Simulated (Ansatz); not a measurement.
ClF, charge +1, doublet, geometry from GFN2-xTB (a state made from the parent by changing its charge; the spin is typed, not shown lowest); Ansatz (a first-principles code) with PBE/6-31G.

Ansatz was given this input:
Ansatz 0.2 input:
```yaml
crystal:
  periodic: [false, false, false]
  atoms:
    - {symbol: F, position_ang: [-0.00000000, -0.00000000, -1.04610145]}
    - {symbol: Cl, position_ang: [0.00000000, 0.00000000, 0.55381842]}
basis:
  gaussian:
    orbitals: 6-31G
hamiltonian:
  xc: pbe
total_charge: 1
magnetization: {spin_polarized: true, initial_magnetization: 1}
```

Q: Predict the main parts of the log of this Ansatz run.

A: 
```
Functional definition: PBE
222 factors; integrals over basis functions are off by at most 1.9e-4 eV
mean field evaluation 1: about -15203.9917 eV, gradient 5.6e1 eV
mean field evaluation 2: about -15149.2789 eV, gradient 1.1e2 eV
mean field evaluation 4: about -15213.9091 eV, gradient 1.7e1 eV
mean field evaluation 8: about -15215.2032 eV, gradient 9.2e-2 eV
mean field evaluation 16: about -15215.2032 eV, gradient 1.5e-3 eV
mean field evaluation 32: about -15215.2032 eV, gradient 6.2e-4 eV
mean field -15215.20319253 eV, -559.1484040902 hartree, gradient 3.0e-6 eV, S^2 0.750470; 2 other end points of the search recorded, 0 dependent functions left out
reference -15215.20320706 eV, -559.1484046243 hartree; 13, 12 occupied and 9, 10 virtual orbitals, 222 factors
Total energy: -15215.20320706 eV, -559.1484046243 hartree
```
